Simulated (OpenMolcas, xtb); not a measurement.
**GaNH3 (SMILES [NH2][GaH]): methods side by side**

GaNH3: 5 atoms, total charge 0, spin state doublet. SMILES: `[NH2][GaH]`. The shape is that of a PBE0-D4/def2-TZVP optimisation. This is one conformer, not always the lowest.

Each level gives the vertical energy of the quartet above the doublet (eV). The values are calculated.

```tsv
level	kind	program	value (eV)	CPU time (all runs)
GFN1-xTB	semi-empirical	xtb	7.67	under 2 s
UHF/def2-TZVP	Hartree–Fock	OpenMolcas	3.50	24 s
USVWN5/def2-TZVP	LDA	OpenMolcas	5.10	1.7 min
UBLYP/def2-TZVP	GGA	OpenMolcas	4.93	2.4 min
UTPSS/def2-TZVP	meta-GGA	OpenMolcas	4.63	2.4 min
UPBE0/def2-TZVP	global hybrid	OpenMolcas	4.61	96 s
```

All-electron rows without a relativistic Hamiltonian named are non-relativistic. The values span 3.50 to 7.67 eV. GFN1-xTB: no spin polarisation, so open shells miss the exchange term that lowers them. CPU times are rough (shared hosts, several kinds of processor and program).
